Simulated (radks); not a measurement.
Spherical jellium clusters: N electrons in a uniform positive sphere of charge N and radius rs N^(1/3), rs = 4 bohr. Method: non-relativistic Kohn-Sham, PBEsol, spin-polarised, spherical densities; computed with a radial shooting solver with Libxc functionals. Levels are named by radial order and angular momentum (1s, 1p, 1d, 2s, ...), and open shells are averaged over m.

N = 9, configuration 1s2 1p6 1d(up 1, down 0). This is the lowest configuration that the search found. Occupied levels:

level,occupation,eigenvalue (eV),<r> (bohr)
1s up,1,-4.6237,5.556
1s down,1,-4.5512,5.394
1p up,3,-3.4821,6.683
1p down,3,-3.3404,6.586
1d up,1,-2.0906,7.693

Energy (eV): total -15.8540, kinetic 15.335, external -310.93, Hartree 152.58, exchange-correlation -31.785, background 158.94.
